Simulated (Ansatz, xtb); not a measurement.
**Two isomers of C4H6BF3**

Structure a is `FCC1(B(F)F)CC1`, a singlet and structure b is `CC/C(=C/F)B(F)F`, a singlet. Both are isolated molecules in the gas phase, relaxed with r2SCAN-D4/def2-SVP; the shapes shown needn't be the lowest conformers.

a (Å):

```xyz
14

C    -0.2455    0.5331    1.5878
C    -0.6801    0.6752    0.1479
C    -0.6028   -0.5604   -0.7449
C    -1.9340   -0.0741   -0.2952
B    -0.4137    2.0327   -0.5306
F    -0.5482   -0.7331    2.0657
F    -0.7595    2.2536   -1.7928
F     0.1709    3.0348    0.1168
H     0.8447    0.6822    1.6880
H    -0.7594    1.2705    2.2302
H    -0.2100   -1.4612   -0.2648
H    -0.3153   -0.4176   -1.7906
H    -2.5899    0.4136   -1.0222
H    -2.4385   -0.6470    0.4880
```

b (Å):

```
atom    x (Å)    y (Å)    z (Å)
   C  -0.1443   2.0643  -1.2268
   C   0.0288   0.7499  -0.4629
   C  -1.0590  -0.2539  -0.7756
   C  -0.7518  -1.3587  -1.4773
   B  -2.5042   0.0201  -0.2913
   F  -1.6430  -2.2873  -1.8126
   F  -2.7489   1.0807   0.4732
   F  -3.5393  -0.7494  -0.5855
   H  -1.1169   2.5279  -0.9987
   H   0.6425   2.7859  -0.9567
   H  -0.0967   1.8973  -2.3147
   H   0.0225   0.9585   0.6215
   H   1.0187   0.3150  -0.6874
   H   0.2543  -1.6145  -1.8371
```

**Question.** Which of the two would you expect CCSD(T)/def2-SVP + ΔMP2/def2-TZVPP electronic energies to favour?

**Answer.** Structure b; the calculation gives E(b) − E(a) = −0.246 eV.

Level by level:

```json
{"level": "GFN2-xTB", "geometry": "GFN2-xTB", "E(b) − E(a) (eV)": "+0.081", "departure from the last row (eV)": "+0.328", "job, with rough time for the two": "optimisation, 0.22 s"}
{"level": "HF/STO-3G", "geometry": "GFN2-xTB", "E(b) − E(a) (eV)": "−0.175", "departure from the last row (eV)": "+0.071", "job, with rough time for the two": "single point, 0.32 s"}
{"level": "r2SCAN-D4/def2-SVP//GFN2-xTB", "geometry": "GFN2-xTB", "E(b) − E(a) (eV)": "−0.208", "departure from the last row (eV)": "+0.038", "job, with rough time for the two": "single point, 3.7 s"}
{"level": "r2SCAN-D4/def2-SVP", "geometry": "r2SCAN-D4/def2-SVP", "E(b) − E(a) (eV)": "−0.213", "departure from the last row (eV)": "+0.033", "job, with rough time for the two": "optimisation, 35 s"}
{"level": "HF/def2-SVP", "geometry": "r2SCAN-D4/def2-SVP", "E(b) − E(a) (eV)": "−0.231", "departure from the last row (eV)": "+0.015", "job, with rough time for the two": "part of the CCSD(T) run"}
{"level": "MP2/def2-SVP", "geometry": "r2SCAN-D4/def2-SVP", "E(b) − E(a) (eV)": "−0.147", "departure from the last row (eV)": "+0.100", "job, with rough time for the two": "part of the CCSD(T) run"}
{"level": "CCSD(T)/def2-SVP", "geometry": "r2SCAN-D4/def2-SVP", "E(b) − E(a) (eV)": "−0.239", "departure from the last row (eV)": "+0.007", "job, with rough time for the two": "single point"}
{"level": "CCSD(T)/def2-SVP + ΔMP2/def2-TZVPP", "geometry": "r2SCAN-D4/def2-SVP", "E(b) − E(a) (eV)": "−0.246", "departure from the last row (eV)": "", "job, with rough time for the two": "single point, 95 s"}
```

As drawn, b has 1 C=C in place of 2 C–C. Structure a has a 3-membered ring, b no ring.

GFN2-xTB puts the two in the other order. The largest departure from CCSD(T)/def2-SVP + ΔMP2/def2-TZVPP is that of GFN2-xTB, 0.328 eV. The last row adds to CCSD(T) the change of the MP2 difference between the two basis sets, here −0.007 eV.

With thermal terms from frequencies at re-optimised GFN2-xTB minima (ideal gas, soft modes damped towards free rotors, one conformer each, 298.15 K, 1 atm): the zero-point term adds −0.019 eV; ΔH is −0.246 and ΔG −0.283 eV.

The correlated steps freeze 8 core orbitals. Programs: Ansatz 0.2.0, xtb 6.7.1; the last row on 4 threads of Arm Neoverse V2 on a shared host.
